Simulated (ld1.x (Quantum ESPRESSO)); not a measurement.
## u(r) = r·R(r): atom against pseudo-atom (F (Z = 9))

Columns: radius, all-electron u(r) and pseudo u(r) of the 2s shell (level -30.29 eV) of fluorine in the configuration [He] 2s1 2p6; PBE, non-relativistic, TM scheme, ld1.x (Quantum ESPRESSO) 7.5.

```csv
r (bohr),all-electron,pseudo
0.047,0.3691,-0.0872
0.095,0.4509,-0.1691
0.142,0.3735,-0.2364
0.190,0.2147,-0.2909
0.237,0.0279,-0.3357
0.285,-0.1665,-0.3843
0.332,-0.3451,-0.4481
0.380,-0.5075,-0.5386
0.427,-0.6436,-0.6476
0.475,-0.7584,-0.7584
0.522,-0.8478,-0.8478
0.570,-0.9176,-0.9176
0.617,-0.9669,-0.9669
0.665,-1.0003,-1.0003
0.712,-1.0188,-1.0188
0.760,-1.0255,-1.0255
0.807,-1.0221,-1.0221
0.855,-1.0103,-1.0103
0.902,-0.9921,-0.9921
0.950,-0.9684,-0.9684
0.997,-0.9412,-0.9412
1.045,-0.9103,-0.9103
1.092,-0.8779,-0.8779
1.140,-0.8434,-0.8434
1.187,-0.8087,-0.8087
1.235,-0.7729,-0.7729
```

How many radial nodes do the two functions have?

The all-electron 2s function has n − l − 1 = 1; the pseudo-wave has 0, since the states of the same l below it are removed with the core.

At about which radius was the pseudo-wave matched?

0.50 bohr, where the columns begin to agree (steps of 0.05 bohr).

Where does each function peak?

Outermost all-electron maximum near 0.76 bohr, pseudo maximum near 0.76 bohr (to the table’s step).

Is the pseudo-wave norm-conserving?

Yes: the TM scheme keeps the norm inside the radius equal to the all-electron one, which fixes the energy derivative of the logarithmic derivative at the level.
